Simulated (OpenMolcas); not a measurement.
# Ti2+: ligand-field states by method

Ti2+ with its 6 nearest fluoride ions at 2.178 Å, on the Y site of Cs2NaYF6 (a = 9.075 Å, distance in the model lattice 2.178 Å). The rest of the host is ab initio model potentials to 7.6 Å and point charges beyond; the distance is set by hand and nothing relaxes, and no local charge compensation is placed. Ligand basis ANO-RCC-VDZP.

* Program: OpenMolcas
* Basis: ANO-RCC-VTZP [6s5p3d2f1g]
* Scalar Hamiltonian: DKH2, point nucleus
* Active space: 2 electrons in 5 orbitals (3d)
* State averaging: 2S+1 = 3 even, 10 roots; 2S+1 = 1 even, 15 roots
* Spin-orbit coupling: state interaction with AMFI integrals over the reference wave functions

I. CASSCF
II. SS-CASPT2, IPEA 0.25 Eh, imaginary shift 0.1 Eh (closed shells correlated: 3s 3p and the ligand valence shells)
III. SS-CASPT2, IPEA 0.25 Eh, imaginary shift 0.2 Eh (closed shells correlated: 3s 3p and the ligand valence shells)

Spin-free states (labels of O, the rotations of Oh) in cm-1, each column counted from its own energy of the first state listed:

```json
{"State": "3T1", "Degeneracy": "3", "I": "0", "II": "0", "III": "0"}
{"State": "3T2", "Degeneracy": "3", "I": "9720", "II": "10800", "III": "10800"}
{"State": "1T2", "Degeneracy": "3", "I": "11965", "II": "9040", "III": "9040"}
{"State": "1E", "Degeneracy": "2", "I": "12207", "II": "9660", "III": "9660"}
{"State": "3A2", "Degeneracy": "1", "I": "20982", "II": "22730", "III": "22730"}
{"State": "3T1", "Degeneracy": "3", "I": "21610", "II": "19950", "III": "19950"}
{"State": "1A1", "Degeneracy": "1", "I": "23633", "II": "18900", "III": "18900"}
{"State": "1T2", "Degeneracy": "3", "I": "24031", "II": "21870", "III": "21870"}
{"State": "1T1", "Degeneracy": "3", "I": "26576", "II": "24580", "III": "24580"}
{"State": "1E", "Degeneracy": "2", "I": "35456", "II": "34020", "III": "34020"}
{"State": "1A1", "Degeneracy": "1", "I": "54605", "II": "47490", "III": "47510"}
```

From I to II, I's first state of the same spin (3T2) moves from 9720 to 10800 cm-1, by about +1100 cm-1.

From I to II, I's first state of another spin (1T2) moves from 11965 to 9040 cm-1, by about -2900 cm-1.

I: A least-squares ligand-field fit to the states below 45000 cm-1, each weighted by its degeneracy and with a free common offset, gives 10Dq = 11412 cm-1, B = 864 cm-1 and C = 3210 cm-1 (C/B = 3.72), with an rms deviation of 194 cm-1. The same method and metal basis give the free ion B = 891 cm-1 (fit to its terms below 60000 cm-1, rms deviation 68 cm-1), so the nephelauxetic ratio is β = 864 / 891 = 0.97; it hangs on how both fits weigh the states, and computed free-ion B values tend to be too large, so β mixes covalency with correlation.

II: A least-squares ligand-field fit to the states below 45000 cm-1, each weighted by its degeneracy and with a free common offset, gives 10Dq = 12317 cm-1, B = 691 cm-1 and C = 2467 cm-1 (C/B = 3.57), with an rms deviation of 288 cm-1. The same method and metal basis give the free ion B = 791 cm-1 (fit to its terms below 60000 cm-1, rms deviation 557 cm-1), so the nephelauxetic ratio is β = 691 / 791 = 0.87; it hangs on how both fits weigh the states, and computed free-ion B values tend to be too large, so β mixes covalency with correlation.

III: A least-squares ligand-field fit to the states below 45000 cm-1, each weighted by its degeneracy and with a free common offset, gives 10Dq = 12317 cm-1, B = 691 cm-1 and C = 2468 cm-1 (C/B = 3.57), with an rms deviation of 287 cm-1. 

From I to II, 10Dq changes by +8 %, B by -20 % and C by -23 %.

χT at 300 K: I 1.10, II 1.10, III 1.10 cm3 K/mol.

Roots that are degenerate in the reference are averaged as groups; the widest CASPT2 spread within a group is 47 cm-1 (the 3-fold group of multiplicity 3 near 10800 cm-1 above the lowest state of its run, II). Shifts and gaps below about the spread of the groups concerned are not significant. Over all roots computed the reference weight is 0.73 to 0.74 in II, 0.73 to 0.74 in III; a low but even weight reflects the number of correlated electrons. An orbital triplet at a regular site is open to Jahn-Teller coupling, which can distort the site and quench the lowest spin-orbit gaps and is left out. Ligand-to-metal charge-transfer states are missing. With no ligand orbital active B as a rule stays too high, so bands that hang on it stand too high and its fall with covalency is understated. Without dynamic correlation the repulsion within the d shell is too large (B by tens of per cent), so at a given field states of lower spin stand too high (holds for I). With metal d orbitals alone and no dynamic correlation 10Dq can be off by a tenth to a fifth, either way, in oxide and fluoride hosts (holds for I). With one d shell and no ligand orbital active, 10Dq can be off by tens of per cent for divalent 3d ions, low with halides held by bare charges and at times high in hosts (holds for II; III). Free-ion shares, where given, are those of the reference states; single-state CASPT2 does not remix them (holds for II; III). No measured value stands beside these numbers; the geometry was set by hand and not optimised.
